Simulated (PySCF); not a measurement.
# A search over the determinants of ZnCl⁺

Unrestricted PBE0; PySCF, spin-free X2C with a Gaussian nucleus, basis sets Zn x2c-SVPall, Cl x2c-SVPall. Outer shells of the fragments: Zn+ 3d10 4s1; Cl 3s2 3p5.

Followed along the bond (rough minima from three points):

| 2Ms+1 | unpaired | ⟨S²⟩ at the start | R at minimum (Å) | Te (eV) |
| --- | --- | --- | --- | --- |
| 1 | none | 0.00 | 2.08 | 0.00 |
| 3 | σ ↑, π ↑ | 2.00 | none in the scan | ≤ 1.73 |

Solutions found at the starting distance of 2.260 Å, counted from the lowest of them; the search is not exhaustive and high or unbound solutions are not listed, so other states can lie among these:

| 2Ms+1 | unpaired | term | E (eV) | ⟨S²⟩ | ⟨Lz²⟩ | μ (D) |
| --- | --- | --- | --- | --- | --- | --- |
| 1 | none | ¹Σ⁺ | 0.00 | 0.00 | 0.00 | -5.62 |
| 3 | σ ↑, π ↑ | ³Π | 1.70 | 2.00 | 1.01 | 0.10 |
| 1 | σ ↓, π ↑ | mixed | 1.77 | 1.00 | 1.00 | 0.10 |
| 3 | σ ↑↑ | ³Σ⁺ | 3.06 | 2.00 | 0.00 | -0.84 |
| 3 | π ↑↑ | mixed | 6.85 | 2.01 | 2.01 | -0.79 |
| 1 | π ↑↓ | mixed | 6.99 | 1.02 | 2.01 | -0.66 |
| 3 | π ↑↑ | mixed | 7.00 | 2.01 | 2.01 | -0.71 |
| 3 | π ↑↑ | ³Σ⁻ | 7.81 | 2.00 | 0.00 | 5.92 |
| 1 | π ↑↓ | mixed | 8.26 | 1.01 | 2.01 | 5.72 |
| 3 | σ ↑, π ↑ | ³Π | 8.36 | 2.01 | 1.01 | -1.51 |

A term symbol is given only where ⟨S²⟩ and ⟨Lz²⟩ are close to those of a pure state; real π, δ and φ orbitals otherwise mix terms. A positive dipole points towards Cl; it is taken about the centre of mass and depends on that origin.

Counting both spins, an empty level lies below a filled one in some of these solutions, because spin and occupation are held.
